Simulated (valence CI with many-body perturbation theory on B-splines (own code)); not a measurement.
**Level structure of As II**

Calculated by configuration interaction combined with many-body perturbation theory (CI+MBPT): four valence electrons over a frozen Dirac-Fock core [Ar] 3d10, radial functions for each j: 11 s, 11 p, 9 d, 7 f, 5 g, 2 h, 1 i, with the one-electron correlation potential Σ1 (screened to all orders), the two-electron term Σ2, the three-electron term Σ3, Breit, model QED; selected single and double excitations, second order for the rest, scaled by the run's own slope (own B-spline code, finite nucleus).

Against 16 measured levels this calculation errs by 197 cm⁻¹ on average and by 355 at most. These come from a selection out of the NIST Handbook of Basic Atomic Spectroscopic Data. Levels without a partner in it may be off by more. Among the levels kept, up to 510 cm⁻¹ of a level comes from second order outside the variational space, and about a tenth of that is noise between levels of different J, which matters for small intervals.

Levels 1 to 45 of 80, with energies above the lowest level, 4s2 4p2 3P_0. "Leading %" is the weight of the configuration and term that name the level; weights of strongly mixed levels are sums over their largest components and can fall short. In the jj column 3d3/2^4 stands for four electrons in 3d with j = 3/2.

```
No.  Configuration  Term  J  E (cm⁻¹)  Leading %               Leading jj    Second component      g
  1        4s2 4p2    3P  0       0.0         94      4s^2 4p1/2^2 (72 %)                           
  2        4s2 4p2    3P  1      1062         95  4s^2 4p1/2 4p3/2 (95 %)                      1.501
  3        4s2 4p2    3P  2      2534         93      4s^2 4p3/2^2 (49 %)                      1.489
  4        4s2 4p2    1D  2     10065         92  4s^2 4p1/2 4p3/2 (49 %)                      1.012
  5        4s2 4p2    1S  0     22537         92      4s^2 4p3/2^2 (71 %)                           
  6         4s 4p3   5S°  2     54579         97  4s 4p1/2 4p3/2^2 (54 %)                      2.001
  7         4s 4p3   3D°  1     73417         73  4s 4p1/2 4p3/2^2 (32 %)  19 % 4s2 4p 4d 3D°  0.509
  8         4s 4p3   3D°  2     73531         73  4s 4p1/2 4p3/2^2 (49 %)  19 % 4s2 4p 4d 3D°  1.172
  9         4s 4p3   3D°  3     73910         74  4s 4p1/2 4p3/2^2 (74 %)  19 % 4s2 4p 4d 3D°  1.334
 10      4s2 4p 5s   3P°  0     78635         93     4s^2 4p1/2 5s (93 %)                           
 11      4s2 4p 5s   3P°  1     79034         80     4s^2 4p1/2 5s (88 %)  13 % 4s2 4p 5s 1P°  1.429
 12      4s2 4p 5s   3P°  2     81403         92     4s^2 4p3/2 5s (92 %)                      1.500
 13      4s2 4p 5s   1P°  1     82709         76     4s^2 4p3/2 5s (85 %)  13 % 4s2 4p 5s 3P°  1.073
 14      4s2 4p 4d   1D°  2     82750         52  4s^2 4p1/2 4d3/2 (22 %)     14 % 4s 4p3 3P°  1.121
 15         4s 4p3   3P°  1     84288         63  4s 4p1/2 4p3/2^2 (42 %)  29 % 4s2 4p 4d 3P°  1.490
 16         4s 4p3   3P°  0     84296         65  4s 4p1/2 4p3/2^2 (65 %)  28 % 4s2 4p 4d 3P°       
 17         4s 4p3   3P°  2     84751         46  4s^2 4p3/2 4d5/2 (36 %)  22 % 4s2 4p 4d 3P°  1.368
 18      4s2 4p 4d   3F°  2     88515         90  4s^2 4p1/2 4d3/2 (60 %)                      0.677
 19      4s2 4p 4d   3F°  3     89238         91  4s^2 4p1/2 4d5/2 (50 %)                      1.084
 20      4s2 4p 4d   3F°  4     90604         92  4s^2 4p3/2 4d5/2 (92 %)                      1.250
 21      4s2 4p 5p    1P  1     95142         52  4s^2 4p1/2 5p1/2 (81 %)   38 % 4s2 4p 5p 3D  0.816
 22      4s2 4p 5p    3D  1     96728         47  4s^2 4p1/2 5p3/2 (60 %)   26 % 4s2 4p 5p 1P  0.886
 23      4s2 4p 5p    3D  2     96930         82  4s^2 4p1/2 5p3/2 (76 %)    7 % 4s2 4p 5p 3P  1.182
 24      4s2 4p 5p    3P  0     98056         89  4s^2 4p1/2 5p1/2 (78 %)                           
 25      4s2 4p 4d   3D°  1     98906         53  4s^2 4p1/2 4d3/2 (69 %)  14 % 4s2 4p 4d 1P°  0.680
 26      4s2 4p 5p    3P  1     98995         62  4s^2 4p3/2 5p1/2 (35 %)   13 % 4s2 4p 5p 1P  1.396
 27      4s2 4p 5p    3D  3     99004         93  4s^2 4p3/2 5p3/2 (93 %)                      1.334
 28      4s2 4p 4d   3D°  2     99386         57  4s^2 4p1/2 4d5/2 (49 %)  14 % 4s2 4p 4d 3P°  1.239
 29      4s2 4p 5p    3P  2    100075         78  4s^2 4p3/2 5p1/2 (50 %)    9 % 4s2 4p 5p 3D  1.441
 30      4s2 4p 4d   3D°  3    100233         65  4s^2 4p3/2 4d5/2 (28 %)     14 % 4s 4p3 3D°  1.293
 31      4s2 4p 5p    3S  1    100905         77  4s^2 4p3/2 5p1/2 (52 %)   15 % 4s2 4p 5p 3P  1.904
 32      4s2 4p 4d   1P°  1    101324         61  4s^2 4p3/2 4d5/2 (48 %)  17 % 4s2 4p 4d 3D°  0.899
 33      4s2 4p 4d   3P°  2    102121         47  4s^2 4p3/2 4d5/2 (28 %)     23 % 4s 4p3 3P°  1.423
 34      4s2 4p 5p    1D  2    102205         83  4s^2 4p3/2 5p3/2 (56 %)    8 % 4s2 4p 5p 3P  1.045
 35      4s2 4p 4d   3P°  0    102334         65  4s^2 4p3/2 4d3/2 (65 %)     27 % 4s 4p3 3P°       
 36      4s2 4p 4d   1F°  3    102337         78  4s^2 4p3/2 4d5/2 (50 %)   9 % 4s2 4p 4d 3D°  1.040
 37      4s2 4p 4d   3P°  1    102390         57  4s^2 4p3/2 4d3/2 (38 %)     24 % 4s 4p3 3P°  1.424
 38      4s2 4p 5p    1S  0    105601         87  4s^2 4p3/2 5p3/2 (76 %)                           
 39         4s 4p3   1D°  2    111354         48  4s 4p1/2 4p3/2^2 (37 %)  21 % 4s2 4p 4d 1D°  1.003
 40         4s 4p3   3S°  1    113551         87  4s 4p1/2 4p3/2^2 (51 %)                      1.955
 41      4s2 4p 6s   3P°  0    114163         93     4s^2 4p1/2 6s (93 %)                           
 42      4s2 4p 6s   3P°  1    114358         70     4s^2 4p1/2 6s (92 %)  23 % 4s2 4p 6s 1P°  1.377
 43      4s2 4p 6s   3P°  2    117035         92     4s^2 4p3/2 6s (92 %)                      1.501
 44      4s2 4p 6s   1P°  1    117426         66     4s^2 4p3/2 6s (87 %)  22 % 4s2 4p 6s 3P°  1.120
 45      4s2 4p 5d   3F°  2    118629         85  4s^2 4p1/2 5d3/2 (77 %)                      0.698
```

Names give the largest LS component (configuration and term), which can be under half, so a name can repeat, a term be missing and a line seem to break the LS rules; names also repeat where a configuration has a term twice.

The ionisation energy to 4s2 4p 2P°_1/2 of the next ion comes out as 18.555 eV (NIST: 18.5892 eV (measured)). All 80 levels together are meant to be complete up to 128251 cm⁻¹.
